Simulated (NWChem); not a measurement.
Molecule: HSO$_{3}$, doublet; SMILES O=[S](=O)O

```xyz
5

O      1.0843    -0.9565     0.1899
S      0.1349     0.0688    -0.2589
O      0.1865     1.4547     0.1941
O     -1.3719    -0.4572     0.1179
H     -1.3490    -1.4286     0.1267
```
Atoms are numbered in this order, from 1.

All runs use the structure optimised with PBE0/def2-SVP, spin-unrestricted. No stability test was run on the SCF state.

### Question
List the 4 lowest vertical excitations from PBE/6-31+G* (spherical d), spin-unrestricted, TDA (NWChem).

### Answer
```csv
state,energy (eV),oscillator strength,<S²>
state 1,2.53,0.000,0.75
state 2,3.16,0.009,0.76
state 3,3.31,0.006,0.76
state 4,3.97,0.022,0.76
```
